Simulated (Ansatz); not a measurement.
`C[S][Al]([CH3])[Cl]` + H₂S → `[CH3][Al]([SH])[Cl]` + CH₃SH at 500 K and 1 bar (ligand exchange at the Al–S bond).

Program: Ansatz. Geometries: PBE0-D4/def2-TZVP. ΔE: electronic, gas phase. CCSD(T)/CBS is the MP2 limit (def2-TZVPP, def2-QZVPP) plus CCSD(T) − MP2 in def2-TZVPP, frozen cores. This one scheme is used for every species. Each species was taken in one conformer, which may not be the lowest.

| species | CCSD(T)/CBS energy (Eh) | H − E (kJ/mol) | S (J/(mol·K)) |
| --- | --- | --- | --- |
| `C[S][Al]([CH3])[Cl]` | -1179.41428 | 254.9 | 468.7 |
| H₂S | -398.97279 | 57.0 | 224.0 |
| `[CH3][Al]([SH])[Cl]` | -1140.16049 | 166.6 | 412.3 |
| CH₃SH | -438.22835 | 145.1 | 283.7 |

H − E and S are ideal-gas, rigid-rotor, harmonic terms from PBE0-D4/def2-TZVP, for one conformer and one mirror image of each species. 1 Eh = 2625.50 kJ/mol, R = 8.31446 J/(mol·K).

Q: By hand: ΔE, ΔH, ΔS and ΔG.

A: ΔE = (-1140.16049) + (-438.22835) − (-1179.41428) − (-398.97279) = -0.00177 Eh = -4.6 kJ/mol. Δ(H − E) = 166.6 + 145.1 − 254.9 − 57.0 = -0.2, so ΔH = -4.8 kJ/mol. ΔS = 412.3 + 283.7 − 468.7 − 224.0 = 3.3 J/(mol·K). ΔG = -4.8 − 500 × (3.3)/1000 = -6.4 kJ/mol.

Q: By hand: the equilibrium constant, and the temperature at which ΔG would vanish if ΔH and ΔS stayed fixed.

A: log₁₀ K = −ΔG/(RT ln 10) = 0.7. ΔH and −TΔS have one sign here, so there is no such temperature.

TΔS isn't small against ΔH here. A doubt of 5 kJ/mol in ΔE shifts log₁₀ K by 0.5 here. Other conformers and mirror images would add mixing entropy, several J/(mol·K) or more a flexible species. Modes under 60 cm⁻¹, often nearly free rotors, make the harmonic entropy too high. These are equilibria of isolated gas molecules and say nothing of rates. Largest T1 diagnostic: 0.010 (customary marks: 0.02 for closed shells, 0.045 for open ones).

ΔS is within the doubt of such terms, so its sign, and with it that verdict, could turn.
